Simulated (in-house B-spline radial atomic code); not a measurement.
A fraction x of an electron is removed from 3d in the nickel ion Ni⁵⁺, starting from [Ar] 3d5 and keeping the highest spin. Method: scalar-relativistic (X2C) SCAN, spin-polarised, spherical fractional occupations, Fermi nucleus of rms radius 3.7757 fm. Calculated with an all-electron radial atomic-structure program (B-spline basis).

```csv
x,E(x) - E(0) (eV),3d up level (eV)
0,0.0000,-95.789
0.09,8.7211,-98.016
0.15,14.6468,-99.508
0.28,27.7942,-102.765
0.41,41.3670,-106.053
0.5,51.0148,-108.346
0.58,59.7645,-110.398
0.71,74.3341,-113.755
0.76,80.0543,-115.054
0.99,107.2086,-121.085
1,108.4207,-121.350
```

The exact functional would give a straight line between the two integer points. Deviations E(x) - E(0) - x[E(1) - E(0)], in eV: -1.037 at x = 0.09, -1.616 at x = 0.15, -2.564 at x = 0.28, -3.085 at x = 0.41, -3.196 at x = 0.5, -3.12 at x = 0.58, -2.645 at x = 0.71, -2.345 at x = 0.76, -0.128 at x = 0.99.

The curve lies below the straight line by up to 3.196 eV (at x = 0.5): convex, the delocalisation error that favours fractional charges.

(1) How well does Slater's transition state (minus the level at half occupation) give the ionisation energy?

## Answers

(1) It gives 108.346 eV against 108.421 eV from the two total energies; NIST lists 108.00 eV, ground level to ground level.
